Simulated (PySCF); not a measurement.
# Computed properties of 2-iodocyclopenta-1,3-diene (C5H5I), SMILES C1=CC(=CC1)I

2-iodocyclopenta-1,3-diene (C5H5I), SMILES C1=C(C=CC1)I. Geometry optimised at PBE0-D3(BJ)/def2-SVP. The def2 effective core potentials stand for the cores of I; spin–orbit coupling is left out. Other conformers were not sampled. All values are computed for the isolated molecule unless a solvent is named; none is compared with measurement here.

**Structure.** The optimised structure has Cs symmetry. All 27 harmonic modes at PBE0-D3(BJ)/def2-SVP (PySCF) are real, so it is a minimum. With heavy atoms numbered as in [I:1][C:2]1=[CH:3][CH2:4][CH:5]=[CH:6]1, the shortest bond between them is C5–C6 at 1.349 Å and the longest I1–C2 at 2.085 Å.

**Vibrations.** The strongest infrared lines (harmonic, unscaled, degenerate partners summed) lie at 840 cm⁻¹ (59 km/mol, C 89 %, H 11 %), 1362 cm⁻¹ (28 km/mol, H 84 %, C 16 %), 1660 cm⁻¹ (25 km/mol, C 93 %). The softest mode is at 177 cm⁻¹ and the zero-point energy is 51.9 kcal/mol.

**Electronic structure.** HF/def2-TZVP (PySCF) places the frontier levels at -8.53 and 2.73 eV, a gap of 11.26 eV, and gives a dipole moment of 2.16 D and a mean polarisability of 84.0 bohr³. PBE/def2-TZVP (PySCF) at the same geometry gives -5.47 and -1.85 eV, so its gap is 7.64 eV narrower. An orbital gap is neither the optical nor the fundamental gap.

**Excitations.** TDA-B3LYP/def2-SVPD (PySCF) has S1 at 4.39 eV (283 nm, f = 0.000, dark); the most intense of the 10 singlets computed lies at 5.73 eV (f = 0.14). T1 (TDA) is at 3.04 eV, 1.35 eV under S1. TDA-PBE/def2-SVPD (PySCF) puts S1 at 4.13 eV. No vertical singlet excitation falls in the visible range (under 3.1 eV).
